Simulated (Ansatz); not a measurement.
```yaml
crystal:
  periodic: [false, false, false]
  atoms:
    - {symbol: C, position_ang: [-3.780051, 1.460617, -5.284605]}
    - {symbol: O, position_ang: [-2.979116, -0.893727, -3.452542]}
    - {symbol: Ge, position_ang: [-0.589114, 0.022982, -0.255998]}
    - {symbol: O, position_ang: [-2.234951, 3.239294, 1.039388]}
    - {symbol: C, position_ang: [-0.285773, 5.081221, 3.180801]}
    - {symbol: C, position_ang: [-1.444743, -3.368342, 2.443257]}
    - {symbol: C, position_ang: [-4.584610, -3.152630, 3.240418]}
    - {symbol: C, position_ang: [0.837188, -3.080791, 5.367097]}
    - {symbol: C, position_ang: [3.234261, 0.468294, -1.798868]}
    - {symbol: C, position_ang: [3.811604, 3.269734, -3.805828]}
    - {symbol: C, position_ang: [4.484982, -2.257427, -2.856202]}
    - {symbol: H, position_ang: [-6.280109, 0.540608, -6.194576]}
    - {symbol: H, position_ang: [-2.924498, 1.897136, -7.205497]}
    - {symbol: H, position_ang: [-4.498555, 3.768209, -4.142146]}
    - {symbol: H, position_ang: [1.917439, 5.433487, 2.313531]}
    - {symbol: H, position_ang: [-0.448520, 4.249599, 5.558322]}
    - {symbol: H, position_ang: [-1.662521, 7.289326, 2.921775]}
    - {symbol: H, position_ang: [-1.077710, -5.211466, 1.274911]}
    - {symbol: H, position_ang: [-4.931044, -5.221067, 4.901054]}
    - {symbol: H, position_ang: [-5.934914, -3.444399, 1.915925]}
    - {symbol: H, position_ang: [-5.127115, -1.334376, 4.766095]}
    - {symbol: H, position_ang: [0.418247, -5.076062, 6.612648]}
    - {symbol: H, position_ang: [0.736563, -1.214521, 6.521728]}
    - {symbol: H, position_ang: [2.974655, -3.272996, 3.958644]}
    - {symbol: H, position_ang: [4.521530, 0.852462, 0.065398]}
    - {symbol: H, position_ang: [2.614038, 2.306745, -5.892370]}
    - {symbol: H, position_ang: [2.953020, 5.270881, -3.038199]}
    - {symbol: H, position_ang: [6.161395, 3.271031, -4.531901]}
    - {symbol: H, position_ang: [3.313357, -3.076493, -4.703102]}
    - {symbol: H, position_ang: [4.358478, -4.000005, -1.247525]}
    - {symbol: H, position_ang: [6.759728, -1.907587, -3.709146]}
basis:
  gaussian: {orbitals: aug-pcseg-2}
hamiltonian: {xc: {name: CAM-B3LYP}, dispersion: d3bjatm}
output: {forces: true}
```

```sh
$ ansatz run in.yaml --threads 11 --pin off --events-out ev --progress --plain --max-ram 166912MiB --backend cuda --devices 0, --max-vram 75GiB
```

It prints (some lines left out):

```
Functional definition: CAM-B3LYP
3711 factors; their error is unknown
1944 factors; integrals over basis functions are off by at most 4.1e-5 eV
mean field evaluation 1: about -69011.9806 eV, gradient 1.4e2 eV
mean field evaluation 2: about -67303.1988 eV, gradient 3.7e2 eV
mean field evaluation 4: about -68511.3709 eV, gradient 2.7e2 eV
mean field evaluation 8: about -69085.8495 eV, gradient 3.9e1 eV
mean field evaluation 16: about -69094.3694 eV, gradient 2.4e0 eV
mean field evaluation 32: about -69094.5867 eV, gradient 1.3e-4 eV
mean field -69094.58666669 eV, -2539.1792260078 hartree, gradient 7.3e-6 eV, S^2 0.000000; 6 other end points of the search recorded, 0 dependent functions left out
reference -69094.58721285 eV, -2539.1792460787 hartree; 58, 58 occupied and 921, 921 virtual orbitals, 3711 factors
Total energy: -69094.92209146 eV, -2539.1915526410 hartree
Atom 0 at    -3.780051     1.460617    -5.284605 Å, force    -0.297056     1.231322    -2.159718 eV/Å
Atom 1 at    -2.979116    -0.893727    -3.452542 Å, force     0.049559     0.531426    -0.119631 eV/Å
Atom 2 at    -0.589114     0.022982    -0.255998 Å, force    -0.102104     0.338241    -0.151256 eV/Å
Atom 3 at    -2.234951     3.239294     1.039388 Å, force     0.421669    -0.303753     0.043423 eV/Å
Atom 4 at    -0.285773     5.081221     3.180801 Å, force     0.822015     1.147770     0.547037 eV/Å
Atom 5 at    -1.444743    -3.368342     2.443257 Å, force    -0.535893    -2.314332    -1.284038 eV/Å
Atom 6 at    -4.584610    -3.152630     3.240418 Å, force    -2.193537    -0.624219    -0.230957 eV/Å
Atom 7 at     0.837188    -3.080791     5.367097 Å, force     0.732299     0.334252     1.511135 eV/Å
Atom 8 at     3.234261     0.468294    -1.798868 Å, force     1.870232    -0.406735     1.828101 eV/Å
Atom 9 at     3.811604     3.269734    -3.805828 Å, force     0.337778     1.273876    -1.027236 eV/Å
Atom 10 at     4.484982    -2.257427    -2.856202 Å, force     0.112534    -1.251166    -0.749689 eV/Å
Atom 11 at    -6.280109     0.540608    -6.194576 Å, force     1.139361     0.333057     0.402205 eV/Å
Atom 12 at    -2.924498     1.897136    -7.205497 Å, force    -1.225950    -0.591275     2.896815 eV/Å
Atom 13 at    -4.498555     3.768209    -4.142146 Å, force     0.586603    -1.450600    -0.743341 eV/Å
Atom 14 at     1.917439     5.433487     2.313531 Å, force    -2.157728    -0.375462     0.896801 eV/Å
Atom 15 at    -0.448520     4.249599     5.558322 Å, force     0.182198     0.589381    -1.820416 eV/Å
Atom 16 at    -1.662521     7.289326     2.921775 Å, force     0.981900    -1.546795     0.167529 eV/Å
Atom 17 at    -1.077710    -5.211466     1.274911 Å, force    -0.606292     2.577138     1.638662 eV/Å
Atom 18 at    -4.931044    -5.221067     4.901054 Å, force     0.261484     1.306803    -1.113585 eV/Å
Atom 19 at    -5.934914    -3.444399     1.915925 Å, force     2.645245     0.710950     2.574199 eV/Å
Atom 20 at    -5.127115    -1.334376     4.766095 Å, force     0.482790    -1.577238    -1.538599 eV/Å
Atom 21 at     0.418247    -5.076062     6.612648 Å, force     0.386141     2.003902    -1.112480 eV/Å
Atom 22 at     0.736563    -1.214521     6.521728 Å, force     0.128752    -2.468326    -1.408976 eV/Å
Atom 23 at     2.974655    -3.272996     3.958644 Å, force    -1.332166     0.167689     0.876971 eV/Å
Atom 24 at     4.521530     0.852462     0.065398 Å, force    -1.627223    -0.528989    -2.361479 eV/Å
Atom 25 at     2.614038     2.306745    -5.892370 Å, force     0.661559     0.595346     1.332071 eV/Å
Atom 26 at     2.953020     5.270881    -3.038199 Å, force     1.029248    -2.192926    -0.874235 eV/Å
Atom 27 at     6.161395     3.271031    -4.531901 Å, force    -2.126869     0.108886     0.739470 eV/Å
Atom 28 at     3.313357    -3.076493    -4.703102 Å, force     1.268085     0.925045     2.058338 eV/Å
Atom 29 at     4.358478    -4.000005    -1.247525 Å, force     0.163414     1.787818    -1.638461 eV/Å
Atom 30 at     6.759728    -1.907587    -3.709146 Å, force    -2.058052    -0.331089     0.821340 eV/Å
Dipole moment:     0.879097    -0.194766     0.612854 e Å
```

(1) What is wrong with this run?

## Answers

(1) The geometry is stretched to more than twice its size. Self-consistency was reached. The result belongs to that input, not to the molecule as meant.
